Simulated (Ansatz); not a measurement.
Reactions of ClH₆InO₂Si₂ (`[SiH3][O][In]([Cl])[O][SiH3]`).

Computed with Ansatz on PBE0-D4/def2-TZVP structures; ΔE is electronic, products minus reactants. CCSD(T)/CBS is the MP2 limit (def2-TZVPP, def2-QZVPP) plus CCSD(T) − MP2 in def2-TZVPP, frozen cores. This one scheme is used for every species, atoms too. Open shells (•) are unrestricted, without spin–orbit coupling. Spin–orbit coupling would lower the free atoms: a little for Cl, O, Si; strongly for In. Elements past krypton have def2 core potentials. Bonds to In are less sure, by a few kJ/mol each and by 10 to 20 or more in all where they break to atoms, as the def2 sets lack core-valence functions. Each species was taken in one conformer, which may not be the lowest.

Order these by ΔE at CCSD(T)/CBS, lowest first. (An estimate is asked.)
A. `[SiH3][O][In]([Cl])[O][SiH3]` → `[OH][In]([Cl])[O][SiH3]` + `[SiH2]`
B. `[SiH3][O][In]([Cl])[O][SiH3]` + `CO[SiH](O)F` → `CO[SiH](F)O[SiH3]` + `[OH][In]([Cl])[O][SiH3]`
C. `[SiH3][O][In]([Cl])[O][SiH3]` + H₂S → `[SiH3][O][In]([SH])[Cl]` + silanol
D. `[SiH3][O][In]([Cl])[O][SiH3]` + `CC(C)C` → `[SiH3][O][InH][O][SiH3]` + `CC(C)CCl`
E. `[SiH3][O][In]([Cl])[O][SiH3]` → Cl• + 6 H• + In• + 2 O• + 2 Si•

C (-52.4 kJ/mol), B (-3.4 kJ/mol), D (+150.3 kJ/mol), A (+336.7 kJ/mol), E (+3858.4 kJ/mol).

Largest T1 diagnostic: 0.015, for `[SiH3][O][InH][O][SiH3]`.
